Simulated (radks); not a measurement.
The numbers below are computed, except where a source is named.
Question: Neutral palladium: order these configurations by energy. Level of theory: Dirac Kohn-Sham, relativistic LDA (MacDonald-Vosko exchange, VWN5 correlation), spin-unpolarised, spherical densities, finite nucleus; Fermi nuclear charge, rms radius of each element as measured or else 0.836 A^(1/3) + 0.57 fm (a radial shooting solver on a logarithmic mesh with Libxc functionals). Sub-shells are occupied by j as written (lower j first in brackets). [Kr] 4d(3/2: 3, 5/2: 6) 5p(1/2: 1, 3/2: 0); [Kr] 4d(3/2: 3, 5/2: 6) 5s1; [Kr] 4d(3/2: 4, 5/2: 5) 5p(1/2: 1, 3/2: 0); [Kr] 4d(3/2: 4, 5/2: 5) 5s1; [Kr] 4d10.

Answer: From the lowest, in eV above it: [Kr] 4d10 0.000; [Kr] 4d(3/2: 4, 5/2: 5) 5s1 1.288; [Kr] 4d(3/2: 3, 5/2: 6) 5s1 1.762; [Kr] 4d(3/2: 4, 5/2: 5) 5p(1/2: 1, 3/2: 0) 5.041; [Kr] 4d(3/2: 3, 5/2: 6) 5p(1/2: 1, 3/2: 0) 5.520.
